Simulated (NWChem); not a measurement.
System: SeO, triplet; SMILES O=[Se]

```xyz
2

O      0.0000     0.0000    -1.3174
Se     0.0000     0.0000     0.3245
```
Atoms are numbered in this order, from 1.

Results from NWChem. Spin-unrestricted. The geometry was optimised at PBE0/def2-SVP, spin-unrestricted. No stability test was run on the SCF state. Vertical excitations in the gas phase; the lowest state need not have the same character in each row. Excited states of an open shell can be spin-contaminated.

| level | lowest excitation (eV) | lowest empty minus highest occupied level, either spin (eV) |
|---|---|---|
| PBE/def2-SVPD, TDA | (withheld) | (withheld) |
| B3LYP/def2-SVPD, TDA | 3.78 | 3.32 |
| BHandHLYP/def2-SVPD, TDA | 3.41 | 6.28 |
| LDA (Slater exchange, VWN5)/def2-SVPD, TDA | 4.28 | 1.25 |

**Question.** Some entries are withheld; supply them.

**Answer.** 
- PBE/def2-SVPD, TDA, lowest excitation (eV): 4.10
- PBE/def2-SVPD, TDA, lowest empty minus highest occupied level, either spin (eV): 1.49
